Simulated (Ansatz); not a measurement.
Calculated with Ansatz (gas phase, PBE0-D4/def2-TZVP geometries, no zero-point term in ΔE). CBS: MP2 limit from def2 TZ/QZ plus the TZ coupled-cluster correction, frozen cores. This one scheme is used for every species. Functionals use def2-TZVPP. B3LYP here is the variant with VWN-RPA as its local correlation; programs differ in this. HSE06 is defined as in plane-wave codes. One conformer a species, not always the lowest.

Consider the ligand exchange at a B–O bond: `OB1CS1` + H–F → `FB1CS1` + H₂O.

`OB1CS1`:

Cartesian coordinates in Å:
```
O 1.813 -0.074 0.192
B 0.545 0.289 -0.042
C -0.937 -0.090 -0.058
S -0.428 1.649 -0.569
H 1.901 -0.983 0.492
H -1.527 -0.119 0.854
H -1.367 -0.672 -0.869
```

H–F:

Cartesian coordinates in Å:
```
F -0.309 0.020 -0.340
H 0.309 -0.020 0.340
```

`FB1CS1`:

Cartesian coordinates in Å:
```
F -0.676 -1.456 -1.381
B -0.347 -0.717 -0.355
C 0.291 0.585 0.108
S -0.385 -0.644 1.386
H -0.253 1.526 0.086
H 1.370 0.706 0.156
```

H₂O:

Cartesian coordinates in Å:
```
O -0.191 0.043 0.337
H 0.145 -0.771 -0.045
H 0.046 0.728 -0.292
```

| level | ΔE (kcal/mol) | difference from CCSD(T)/CBS |
| --- | --- | --- |
| LDA (SPW92) | 0.1 | 0.8 |
| BLYP-D4 | -1.5 | -0.8 |
| r2SCAN-D4 | -1.4 | -0.7 |
| B97M-V | -2.1 | -1.4 |
| PBE0-D4 | -0.4 | 0.3 |
| B3LYP-D4 | -1.2 | -0.5 |
| r2SCANh-D4 | -1.2 | -0.5 |
| HSE06-D4 | -0.4 | 0.3 |
| BHLYP-D4 | -1.2 | -0.5 |
| CAM-B3LYP-D4 | -1.2 | -0.5 |
| ωB97X-V | -1.1 | -0.4 |
| ωB97M-V | -1.0 | -0.3 |
| B2PLYP | -1.3 | -0.6 |
| PBE-QIDH | -0.2 | 0.5 |
| PBE | -1.1 | -0.4 |
| BLYP | -2.3 | -1.6 |
| r2SCAN | -1.5 | -0.8 |
| PBE0 | -0.7 | 0.0 |
| B3LYP | -1.8 | -1.1 |
| r2SCANh | -1.3 | -0.6 |
| r2SCAN0 | -1.0 | -0.3 |
| HSE06 | -0.7 | 0.0 |
| BHLYP | -1.6 | -0.9 |
| CAM-B3LYP | -1.6 | -0.9 |
| LC-ωPBE | -0.7 | 0.0 |
| RPA@PBE/def2-TZVPP | -1.0 | -0.3 |
| HF/def2-SVP | -1.2 | -0.5 |
| MP2/def2-SVP | 0.2 | 0.9 |
| CCSD/def2-SVP | -0.5 | 0.2 |
| CCSD(T)/def2-SVP | -0.5 | 0.2 |
| HF/def2-TZVPP | -2.2 | -1.5 |
| MP2/def2-TZVPP | 0.1 | 0.8 |
| SCS-MP2/def2-TZVPP | -0.5 | 0.2 |
| CCSD/def2-TZVPP | -0.8 | -0.1 |
| CCSD(T)/def2-TZVPP | -0.6 | 0.1 |
| HF/def2-QZVPP | -2.3 | -1.6 |
| MP2/def2-QZVPP | 0.0 | 0.7 |
| SCS-MP2/def2-QZVPP | -0.6 | 0.1 |
| MP2/CBS(def2) | 0.0 | 0.7 |
| CCSD/CBS(def2) | -0.9 | -0.2 |
| CCSD(T)/CBS | -0.7 | 0 |

Problem. What do rigid-rotor, harmonic-oscillator terms from PBE0-D4/def2-TZVP frequencies (298.15 K, 1 bar) make of the CCSD(T)/CBS value? (An estimate is asked.)

Solution. Ansatz gave: ΔZPE = -0.2 kcal/mol, ΔH = -0.8 kcal/mol, ΔS = 12 J/(mol·K), ΔG = -1.7 kcal/mol.

Largest T1 diagnostic among the species: 0.014.

In def2-TZVPP, CCSD(T) changes the Hartree–Fock value by +1.6 kcal/mol (the triples alone add +0.2 kcal/mol) and MP2 by +2.3 kcal/mol. Leaving LDA and LC-ωPBE aside and taking each functional with its dispersion term where it has one, the values spread over 1.9 kcal/mol, from B97M-V to PBE-QIDH. LDA lies +1.2 kcal/mol from PBE without D4.
